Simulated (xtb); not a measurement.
Input file for xtb: GFN2-xTB on As2, a point of a bond scan (R = 3.156 Å).

```
$ xtb mol.xyz --gfn 2 --sp --chrg 0 --uhf 0
2

As    -0.00000000    -0.00000000    -1.05206769
As     0.00000000     0.00000000     2.10413538
```

It printed:

```
[...]
           -------------------------------------------------
          |                Calculation Setup                |
           -------------------------------------------------



molecular fragmentation (1/2 indicates fragments):
12
# atoms in fragment 1/2:     1     1
 fragment masses (1/2) :       74.92       74.92
CMA distance (Bohr)    :   5.964
constraining FC (au)   :  0.0500

           -------------------------------------------------
          |                 G F N 2 - x T B                 |
           -------------------------------------------------

        Reference                      10.1021/acs.jctc.8b01176
      * Hamiltonian:
        H0-scaling (s, p, d)           1.850000    2.230000    2.230000
        zeta-weighting                 0.500000
      * Dispersion:
        s8                             2.700000
        a1                             0.520000
        a2                             5.000000
        s9                             5.000000
      * Repulsion:
        kExp                           1.500000    1.000000
        rExp                           1.000000
      * Coulomb:
        alpha                          2.000000
        third order                    shell-resolved
        anisotropic                    true
        a3                             3.000000
        a5                             4.000000
        cn-shift                       1.200000
        cn-exp                         4.000000
        max-rad                        5.000000


          ...................................................
          :                      SETUP                      :
          :.................................................:
          :  # basis functions                  20          :
          :  # atomic orbitals                  18          :
          :  # shells                            6          :
          :  # electrons                        10          :
          :  max. iterations                   250          :
          :  Hamiltonian                  GFN2-xTB          :
          :  restarted?                      false          :
          :  GBSA solvation                  false          :
          :  PC potential                    false          :
          :  electronic temp.          300.0000000     K    :
          :  accuracy                    1.0000000          :
          :  -> integral cutoff          0.2500000E+02      :
          :  -> integral neglect         0.1000000E-07      :
          :  -> SCF convergence          0.1000000E-05 Eh   :
          :  -> wf. convergence          0.1000000E-03 e    :
          :  Broyden damping             0.4000000          :
          :  net charge                          0          :
          :  unpaired electrons                  0          :
          ...................................................

 iter      E             dE          RMSdq      gap      omega  full diag
   1     -4.5684828 -0.456848E+01  0.188E+01    0.40       0.0  T
   2     -4.5687253 -0.242560E-03  0.102E+01    0.40       1.0  T
   3     -4.5690063 -0.281008E-03  0.173E+00    0.41       1.0  T
   4     -4.5690066 -0.291784E-06  0.195E+00    0.41       1.0  T
   5     -4.5690105 -0.391987E-05  0.290E-01    0.41       1.0  T
   6     -4.5690099  0.643837E-06  0.938E-02    0.41       1.0  T
   7     -4.5690037  0.615096E-05  0.120E-01    0.41       1.0  T
   8     -4.5690105 -0.680557E-05  0.165E-02    0.41       4.3  T
   9     -4.5690105 -0.879465E-10  0.827E-05    0.41     854.7  T
  10     -4.5690105 -0.808242E-12  0.754E-06    0.41    9379.2  T

   *** convergence criteria satisfied after 10 iterations ***

         #    Occupation            Energy/Eh            Energy/eV
      -------------------------------------------------------------
         1        2.0000           -0.5682576             -15.4631
         2        2.0000           -0.5660292             -15.4024
         3        2.0000           -0.3200440              -8.7088
         4        1.9992           -0.2968705              -8.0783
         5        1.9992           -0.2968705              -8.0783 (HOMO)
         6        0.0008           -0.2819449              -7.6721 (LUMO)
         7        0.0008           -0.2819449              -7.6721
         8                         -0.2389045              -6.5009
         9                          0.0442945               1.2053
        10                          0.0442945               1.2053
       ...                                ...                  ...
        18                          0.2851385               7.7590
      -------------------------------------------------------------
                  HL-Gap            0.0149257 Eh            0.4061 eV
             Fermi-level           -0.2894077 Eh           -7.8752 eV

 SCC (total)                   0 d,  0 h,  0 min,  0.002 sec
 SCC setup                      ...        0 min,  0.000 sec (  4.306%)
 Dispersion                     ...        0 min,  0.000 sec (  1.284%)
 classical contributions        ...        0 min,  0.000 sec (  0.772%)
 integral evaluation            ...        0 min,  0.000 sec ( 19.730%)
 iterations                     ...        0 min,  0.001 sec ( 54.119%)
 molecular gradient             ...        0 min,  0.000 sec ( 14.924%)
 printout                       ...        0 min,  0.000 sec (  4.479%)

         :::::::::::::::::::::::::::::::::::::::::::::::::::::
         ::                     SUMMARY                     ::
         :::::::::::::::::::::::::::::::::::::::::::::::::::::
         :: total energy              -4.569007334946 Eh    ::
         :: gradient norm              0.098069597924 Eh/a0 ::
         :: HOMO-LUMO gap              0.406148012880 eV    ::
         ::.................................................::
         :: SCC energy                -4.569010543459 Eh    ::
         :: -> isotropic ES           -0.006158338646 Eh    ::
         :: -> anisotropic ES          0.000329900576 Eh    ::
         :: -> anisotropic XC         -0.000108846994 Eh    ::
         :: -> dispersion             -0.001086145912 Eh    ::
         :: repulsion energy           0.000003208513 Eh    ::
         :: add. restraining           0.000000000000 Eh    ::
         :: total charge               0.000000000000 e     ::
         :::::::::::::::::::::::::::::::::::::::::::::::::::::

           -------------------------------------------------
          |                Property Printout                |
           -------------------------------------------------

    * Orbital Energies and Occupations

         #    Occupation            Energy/Eh            Energy/eV
      -------------------------------------------------------------
         1        2.0000           -0.5682576             -15.4631
         2        2.0000           -0.5660292             -15.4024
         3        2.0000           -0.3200440              -8.7088
         4        1.9992           -0.2968705              -8.0783
         5        1.9992           -0.2968705              -8.0783 (HOMO)
         6        0.0008           -0.2819449              -7.6721 (LUMO)
         7        0.0008           -0.2819449              -7.6721
         8                         -0.2389045              -6.5009
         9                          0.0442945               1.2053
        10                          0.0442945               1.2053
        11                          0.0613476               1.6694
        12                          0.0613476               1.6694
        13                          0.0651321               1.7723
        14                          0.0651321               1.7723
        15                          0.1357805               3.6948
Note: The following floating-point exceptions are signalling: IEEE_DENORMAL
normal termination of xtb
        16                          0.1357805               3.6948
       ...                                ...                  ...
        18                          0.2851385               7.7590
      -------------------------------------------------------------
                  HL-Gap            0.0149257 Eh            0.4061 eV
             Fermi-level           -0.2894077 Eh           -7.8752 eV

     #   Z          covCN         q      C6AA      α(0)
     1  33 As       0.371     0.000   262.388    30.814
     2  33 As       0.371    -0.000   262.388    30.814

 Mol. C6AA /au·bohr⁶  :       1049.553079
 Mol. C8AA /au·bohr⁸  :      80839.224586
 Mol. α(0) /au        :         61.627045


Wiberg/Mayer (AO) data.
largest (>0.10) Wiberg bond orders for each atom

 ---------------------------------------------------------------------------
     #   Z sym  total        # sym  WBO       # sym  WBO       # sym  WBO
 ---------------------------------------------------------------------------
     1  33 As   2.933 --     2 As   2.933
     2  33 As   2.933 --     1 As   2.933
 ---------------------------------------------------------------------------

Topologies differ in total number of bonds
Writing topology from bond orders to xtbtopo.mol

molecular dipole:
                 x           y           z       tot (Debye)
 q only:        0.000       0.000      -0.000
   full:       -0.000      -0.000      -0.000       0.000
molecular quadrupole (traceless):
                xx          xy          yy          xz          yz          zz
 q only:        0.000       0.000       0.000       0.000       0.000      -0.000
  q+dip:       -2.221       0.000      -2.221      -0.000       0.000       4.443
   full:       -1.192       0.000      -1.192      -0.000       0.000       2.384


           -------------------------------------------------
          | TOTAL ENERGY               -4.569007334946 Eh   |
          | GRADIENT NORM               0.098069597924 Eh/α |
          | HOMO-LUMO GAP               0.406148012880 eV   |
           -------------------------------------------------

------------------------------------------------------------------------
------------------------------------------------------------------------
 total:
 SCF:
```

The run finished.

Cost: roughly 0.03 core-seconds.
